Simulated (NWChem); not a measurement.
Molecule: InO, doublet; SMILES [O]=[In]

Results from NWChem. Spin-unrestricted. All runs use the structure optimised with PBE0/def2-SVP, spin-unrestricted. No stability test was run on the SCF state. def2 effective core potentials on In; no spin-orbit coupling. Level MN15/def2-SVP: energy and gradient on several grids; changes count from the extra-fine grid, which is no exact limit either.

```json
[
 {"grid": "xcoarse", "size of the energy change (μHa)": "2000", "largest change of a gradient component (μHa/bohr)": "4000"},
 {"grid": "coarse", "size of the energy change (μHa)": "80", "largest change of a gradient component (μHa/bohr)": "200"},
 {"grid": "medium", "size of the energy change (μHa)": "< 10", "largest change of a gradient component (μHa/bohr)": "70"},
 {"grid": "fine", "size of the energy change (μHa)": "< 10", "largest change of a gradient component (μHa/bohr)": "< 30"},
 {"grid": "xfine", "size of the energy change (μHa)": "< 10", "largest change of a gradient component (μHa/bohr)": "< 30"}
]
```
